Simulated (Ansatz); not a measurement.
Relaxation of C₃H₅FSi (10 atoms, charge 0, multiplicity 1), to a largest force component of 0.02 eV/Å in at most 50 steps.

The calculation used RKS BLYP-D4/def2-SVP in Ansatz.

```xyz
10
Properties=species:S:1:pos:R:3
C -1.240 -0.552 -0.185
C -0.068 0.247 -0.484
C 1.112 -0.188 -0.817
F 1.493 -1.490 -0.844
Si 1.206 0.992 0.505
H -1.683 -0.254 0.795
H -2.034 -0.253 -0.927
H -1.086 -1.572 -0.250
H 1.320 2.464 0.253
H 1.064 0.554 1.956
```

Q: Where does it end, and by what steps?

A: It converged. After 12 steps the energy has fallen by 1.403 eV; H10 moved furthest, 0.79 Å.

```
step  energy less start (eV)  largest force component (eV/Å)  accepted
   0                  0.0000                           2.893       yes
   1                 -0.7716                           1.388       yes
   2                 -1.1156                           1.229       yes
   3                 -1.2399                           1.335       yes
   4                 -1.3619                           0.526       yes
   5                 -1.3737                           0.309       yes
   6                 -1.2520                           0.783        no
   7                 -1.3988                           0.073       yes
   8                 -1.4016                           0.022       yes
   9                 -1.4021                           0.081       yes
  10                 -1.4025                           0.027       yes
  11                 -1.4028                           0.022       yes
  12                 -1.4029                           0.016       yes
```

```xyz
10
Properties=species:S:1:pos:R:3
C -1.463 -0.608 -0.249
C -0.063 -0.116 -0.062
C 1.204 -0.435 -0.370
F 1.800 -1.437 -1.043
Si 1.187 1.115 0.596
H -1.958 -0.774 0.731
H -2.077 0.143 -0.789
H -1.492 -1.558 -0.821
H 1.384 2.459 -0.039
H 1.562 1.160 2.048
```

Time of the run: 8.4 s on 2 threads of AMD EPYC 9R45 96-Core Processor (Zen 5), on a shared host, peak memory 0.15 GiB.
